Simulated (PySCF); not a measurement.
A GIAO shielding run with PySCF (density fitting, non-relativistic, gas phase) on `C1=CC(OC(F)(F)F)=CC=CC1`, C8H7F3O:

```
{"job": {"kind": "nmr", "xc": "PBE0", "basis": "pcSseg-1"}, "charge": 0, "multiplicity": 1}
F      4.187580    -0.164106     0.422086
C      3.021844     0.069668    -0.175891
F      3.047872     1.355990    -0.575377
F      3.028869    -0.655068    -1.311925
O      2.049855    -0.221950     0.654801
C      0.692196     0.001778     0.310014
C      0.297550     0.402006    -0.916516
C     -1.051608     0.788447    -1.226680
C     -2.152800     0.257692    -0.686230
C     -2.083315    -0.940477     0.207956
C     -1.434792    -0.429760     1.452766
C     -0.145103    -0.078568     1.477924
H      1.024754     0.574732    -1.696188
H     -1.145465     1.579946    -1.957199
H     -3.123987     0.681710    -0.893351
H     -1.453459    -1.706788    -0.251511
H     -3.070832    -1.349938     0.407416
H     -2.038069    -0.340298     2.343894
H      0.339108     0.184234     2.406550
```

Hardware: 1 thread of an Arm Neoverse V2, shared host. The job also computes population analyses, field gradients, ring-centre shieldings.

(1) How large is the calculation?

(2) How long does it take?

Results:

(1) 90 electrons, 239 basis functions and 1234 auxiliary functions.

(2) 53 s of wall time, with 14 SCF cycles and 5 response iterations. Times on a shared host scatter by some tens of per cent.
